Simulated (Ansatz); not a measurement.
A nudged elastic band was laid between two geometries of C5H10OSi (17 atoms, charge 0, multiplicity 1).

The calculation used RKS PBE0-D4/6-31G (Ansatz).

```yaml
movable_images: 5
climbing_image: yes
spring: 5.0 eV/Å²
optimiser: quadratic models (default)
start_path: IDPP
force_threshold: 0.03 eV/Å
iteration_limit: 43
end_points: relaxed
```

Image 0:

```xyz
17
Properties=species:S:1:pos:R:3
C 0.478 -2.325 1.616
C 0.649 -1.354 0.715
C 1.934 -0.633 0.454
O -0.438 -0.978 -0.070
Si -0.601 0.348 -1.169
C -2.146 1.400 -0.995
C -0.843 2.101 -0.506
H -0.487 -2.799 1.739
H 1.301 -2.658 2.234
H 1.826 0.447 0.616
H 2.268 -0.781 -0.582
H 2.723 -0.997 1.116
H 0.045 0.088 -2.489
H -2.617 1.802 -1.889
H -2.863 1.127 -0.225
H -0.764 2.270 0.566
H -0.485 2.944 -1.092
```

Image 6:

```xyz
17
Properties=species:S:1:pos:R:3
C 0.388 -1.974 2.057
C 0.611 -1.160 1.023
C 1.873 -0.389 0.787
O -0.388 -1.012 0.064
Si -0.480 0.072 -1.279
C -2.065 1.060 -1.460
C -0.841 1.905 -0.993
H -0.553 -2.498 2.156
H 1.146 -2.126 2.815
H 2.590 -0.563 1.591
H 1.676 0.689 0.733
H 2.346 -0.686 -0.159
H 0.308 -0.398 -2.456
H -2.456 1.262 -2.454
H -2.847 0.904 -0.721
H -0.881 2.277 0.028
H -0.448 2.638 -1.693
```

What changes between the two ends?

No bond is made or broken. The dihedral O4–C2–C3–H10 goes from 60 to 180°.

What energy profile does the band end with?

The run converged. The highest image is number 3 of 0 to 6, 2.8 kcal/mol above the ends, which have the same energy within 2 meV. A vibrational analysis at the climbing image gives one clearly imaginary mode, 222i cm⁻¹, and a faint second one (17i cm⁻¹) that may be numerical noise or a soft torsion: probably a first-order saddle point. Limits of this set-up: no polarisation functions.

```json
{"image": "0", "path coordinate (Å)": "0.00", "energy (kcal/mol)": "0.0", "dihedral O4–C2–C3–H10 (°)": "60"}
{"image": "1", "path coordinate (Å)": "0.83", "energy (kcal/mol)": "0.1", "dihedral O4–C2–C3–H10 (°)": "60"}
{"image": "2", "path coordinate (Å)": "1.65", "energy (kcal/mol)": "1.4", "dihedral O4–C2–C3–H10 (°)": "86"}
{"image": "3", "path coordinate (Å)": "2.48", "energy (kcal/mol)": "2.8", "dihedral O4–C2–C3–H10 (°)": "119"}
{"image": "4", "path coordinate (Å)": "3.25", "energy (kcal/mol)": "1.6", "dihedral O4–C2–C3–H10 (°)": "150"}
{"image": "5", "path coordinate (Å)": "4.02", "energy (kcal/mol)": "0.2", "dihedral O4–C2–C3–H10 (°)": "175"}
{"image": "6", "path coordinate (Å)": "4.79", "energy (kcal/mol)": "0.0", "dihedral O4–C2–C3–H10 (°)": "180"}
```

What is the geometry of the highest image?


```xyz
17
Properties=species:S:1:pos:R:3:forces:R:3
C 0.427 -2.060 1.963 0.01 0.00 0.00
C 0.613 -1.182 0.974 -0.01 0.00 0.00
C 1.835 -0.311 0.833 0.00 0.00 0.00
O -0.379 -1.068 0.005 0.00 0.00 0.00
Si -0.579 0.008 -1.327 0.00 0.00 0.00
C -2.076 1.142 -1.318 0.00 0.00 0.00
C -0.727 1.872 -1.049 0.00 0.00 0.00
H -0.473 -2.659 2.008 0.00 0.00 0.00
H 1.176 -2.192 2.734 0.00 0.00 0.00
H 1.949 0.351 1.697 0.00 0.00 0.00
H 1.785 0.324 -0.057 0.00 0.00 0.00
H 2.743 -0.919 0.757 0.00 0.00 0.00
H -0.014 -0.556 -2.588 0.00 0.00 0.00
H -2.580 1.363 -2.256 0.00 0.00 0.00
H -2.761 1.073 -0.477 0.00 0.00 0.00
H -0.587 2.262 -0.043 0.00 0.00 0.00
H -0.370 2.554 -1.816 0.00 0.00 0.00
```

The band took 15 iterations and of the order of 8 core-minutes.

Time of the run: 7.7 min on 1 CPU thread of a shared host.
